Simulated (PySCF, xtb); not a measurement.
H4N2OSW, SMILES [NH]=[W]([NH2])([OH])=[S], multiplicity 1. Other conformers were not sampled.

Harmonic wavenumbers (cm⁻¹) from GFN2-xTB run with xtb at its own minimum, in rising order: 137, 148, 160, 176, 199, 270, 344, 431, 463, 479, 482, 490, 517, 533, 617, 909, 1462, 3239, 3288, 3321, 3550.

Question: What does PBE-D3(BJ)/def2-SVP (PySCF) give at its own minimum? (The exact figures need the calculation; the answer reports its results.)

Answer: 173, 183, 197, 215, 220, 277, 365, 441, 505, 545, 587, 619, 655, 692, 707, 966, 1457, 3474, 3516, 3578, 3756. Paired by order, the mean absolute difference is 92 cm⁻¹ and the zero-point energies are 30.3 and 33.1 kcal/mol.
